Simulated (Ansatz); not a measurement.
ZnN4O2H14 (relaxed from a model of trans-Zn(OH)2(NH3)4, whose bonding it doesn't keep). Total charge 0; singlet. Geometry B3LYP-D4/def2-SVP, basis def2-TZVP, Ansatz.

```xyz
21

N     0.144   -2.315    0.142
N    -0.565    2.551   -1.836
N    -2.044    0.276   -0.942
N     2.030   -1.096    1.852
O     1.131    0.717   -0.519
O    -0.741   -0.165    2.071
Zn   -0.362   -0.256    0.216
H     1.583    0.214   -1.210
H    -0.596    0.731    2.403
H    -0.512   -2.894    0.669
H     1.000   -2.200    0.738
H     0.394   -2.817   -0.710
H     0.217    2.017   -1.390
H    -0.619    3.454   -1.361
H    -0.287    2.757   -2.797
H    -1.732    1.177   -1.385
H    -2.844    0.468   -0.337
H    -2.369   -0.350   -1.681
H     2.253   -0.322    1.215
H     2.768   -1.157    2.553
H     1.153   -0.789    2.310
```

```json
{"run": "A", "HOMO (eV)": "-4.66", "LUMO (eV)": "-0.64"}
{"run": "B", "HOMO (eV)": "-6.35", "LUMO (eV)": "0.18"}
{"run": "C", "HOMO (eV)": "-4.75", "LUMO (eV)": "-0.62"}
{"run": "D", "HOMO (eV)": "-5.04", "LUMO (eV)": "-0.04"}
{"run": "E", "HOMO (eV)": "-5.65", "LUMO (eV)": "0.21"}
{"run": "F", "HOMO (eV)": "-8.82", "LUMO (eV)": "1.51"}
```

In the singlet geometry the species has come apart into loosely held pieces.

Question: The runs used BLYP, PBE, PBE0, r2SCAN, r2SCANh, ωB97M-V. Estimate which is which.

Answer: A BLYP (0 % exact exchange); B PBE0 (25 % exact exchange); C PBE (0 % exact exchange); D r2SCAN (0 % exact exchange); E r2SCANh (10 % exact exchange); F ωB97M-V (range-separated). Exact exchange lowers occupied and raises empty levels; among semilocal functionals meta-GGAs tend to open the gap a little, and such runs are hard to tell apart. The gap grows from 4.02 eV (BLYP) to 10.33 eV (ωB97M-V).
